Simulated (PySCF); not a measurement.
Ionisation energy of Ca(2+) by level of theory

Ca(2+) [Ar] (1S) → Ca(3+) [Ne] 3s2 3p5 (2P), as a difference of total energies. All numbers are calculated (PySCF 2.14, scalar relativity by spin-free X2C-1e, in Sapporo-DKH3-DZP-2012 (6s5p1d, 26 functions)). Correlated levels: valence: [Ne] 3s2 frozen. The calculations carry no spin-orbit coupling.

```json
{"method": "UHF", "ionisation energy (eV)": "49.753", "difference from reference (eV)": "-1.160"}
{"method": "TPSS", "ionisation energy (eV)": "50.904", "difference from reference (eV)": "-0.009"}
{"method": "LDA", "ionisation energy (eV)": "51.133", "difference from reference (eV)": "+0.220"}
{"method": "MP2 (valence)", "ionisation energy (eV)": "51.054", "difference from reference (eV)": "+0.141"}
{"method": "SCS-MP2 (valence)", "ionisation energy (eV)": "50.979", "difference from reference (eV)": "+0.066"}
{"method": "CCSD (valence)", "ionisation energy (eV)": "51.006", "difference from reference (eV)": "+0.093"}
{"method": "CCSD(T) (valence)", "ionisation energy (eV)": "51.011", "difference from reference (eV)": "+0.098"}
```

Reference: 50.913 eV (measured; NIST Atomic Spectra Database, ionization energies).

The reference lies between the lowest fine-structure levels, while these numbers refer to the centres of the terms.

Errors of the correlated levels include the incompleteness of this basis and the frozen core.
